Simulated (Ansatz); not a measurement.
Consider the isomerisation: `C[SiH](N)[InH2]` → `N[CH]([SiH3])[InH2]`.

Gas-phase electronic energies from Ansatz, PBE0-D4/def2-TZVP geometries. CCSD(T)/CBS is the MP2 limit (def2-TZVPP, def2-QZVPP) plus CCSD(T) − MP2 in def2-TZVPP, frozen cores. Functionals use def2-TZVPP. Elements past krypton have def2 core potentials. For In outer-core shells are correlated without core-valence functions, which leaves a few kJ/mol of doubt a bond. One conformer a species, not always the lowest.

(1) Is it downhill or uphill in electronic energy at CCSD(T)/CBS, and by how much? (Best estimate.)

(2) What do these levels give: PBE-D4, revPBE-D4, B97M-V, CAM-B3LYP-D4, r2SCAN, PBE0, r2SCANh, r2SCAN0, BHLYP, CAM-B3LYP, HF/def2-SVP, SCS-MP2/def2-QZVPP? (An estimate is asked.)

Largest T1 diagnostic among the species: 0.013.

Answers

(1) Computed: Uphill: ΔE = +185.1 kJ/mol.

(2) Computed: PBE-D4 181.5, revPBE-D4 178.0, B97M-V 192.9, CAM-B3LYP-D4 189.0, r2SCAN 190.0, PBE0 190.6, r2SCANh 192.4, r2SCAN0 195.5, BHLYP 195.5, CAM-B3LYP 190.1, HF/def2-SVP 185.6, SCS-MP2/def2-QZVPP 184.5 kJ/mol.

From PBE to PBE0 (25 % exact exchange), in def2-TZVPP and without D4, ΔE moves by +7.5 kJ/mol. In def2-TZVPP, CCSD(T) changes the Hartree–Fock value by −15.0 kJ/mol (the triples alone add −3.8 kJ/mol) and MP2 by −12.1 kJ/mol. At CCSD(T), def2-SVP lies −21.2 kJ/mol from the extrapolated value and def2-TZVPP −2.2 kJ/mol.
